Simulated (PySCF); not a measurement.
Species: CH3ClNO4S2 (charge -1).
Bonds: C1–S2, S2–O3 (double), S2–O4 (double), S2–N5, N5–S6, S6–O7 (double), S6–O8 (double), S6–Cl9. Hydrogens: H10, H11, H12 on C1.

Level of theory: PySCF, PBE0-D3(BJ)/def2-SVP geometry optimisation, gas phase.

Entries marked ? are missing. Bonds in one row agree within 0.01 Å.

```csv
coordinate,value
C1–S2,?
"S2=O3, S2=O4",?
S2–N5,?
N5–S6,1.563 Å
S6=O7,?
S6=O8,?
S6–Cl9,2.220 Å
"C1–H10, C1–H11, C1–H12",1.097 Å
C1–S2–O3,107.1°
C1–S2–N5,105.9°
O3–S2–O4,118.1°
O3–S2–N5,?
O4–S2–N5,?
S2–N5–S6,122.0°
N5–S6–O7,?
N5–S6–O8,?
N5–S6–Cl9,102.5°
O7–S6–O8,119.3°
O7–S6–Cl9,?
```

**Question.** Estimate the withheld lengths and angles.

**Answer.** 
- C1–S2 = 1.787 Å, drawn single (S-methyl carbon to sulfonyl sulfur); 0.02 Å below the sum of covalent radii, 1.81 Å.
- S2=O3, S2=O4 = 1.461 Å, drawn double in one of several resonance forms (sulfonyl sulfur to sulfonyl oxygen); 0.25 Å below the sum of covalent radii, 1.71 Å.
- S2–N5 = 1.643 Å, drawn single in one of several resonance forms (ends: sulfonyl sulfur; nitrogen bonded to 2 S); 0.12 Å below the sum of covalent radii, 1.76 Å.
- S6=O7 = 1.450 Å, drawn double in one of several resonance forms (sulfonyl sulfur to sulfonyl oxygen); 0.26 Å below the sum of covalent radii, 1.71 Å.
- S6=O8 = 1.459 Å, drawn double in one of several resonance forms (sulfonyl sulfur to sulfonyl oxygen); 0.25 Å below the sum of covalent radii, 1.71 Å.
- O3–S2–N5 = 105.9°, at the sulfonyl sulfur; the outer atoms are 2.479 Å apart.
- O4–S2–N5 = 112.3°, at the sulfonyl sulfur; the outer atoms are 2.580 Å apart.
- N5–S6–O7 = 111.5°, at the sulfonyl sulfur; the outer atoms are 2.492 Å apart.
- N5–S6–O8 = 117.1°, at the sulfonyl sulfur; the outer atoms are 2.579 Å apart.
- O7–S6–Cl9 = 102.0°, at the sulfonyl sulfur; the outer atoms are 2.894 Å apart.

Radii are Cordero's, carbon taken as 0.76, 0.73 or 0.69 Å for four, three, and two or fewer neighbours.

No frequency check. Torsions: C1–S2–N5–S6 -53°, S2–N5–S6–O7 -158°.

One conformer stands for the species.
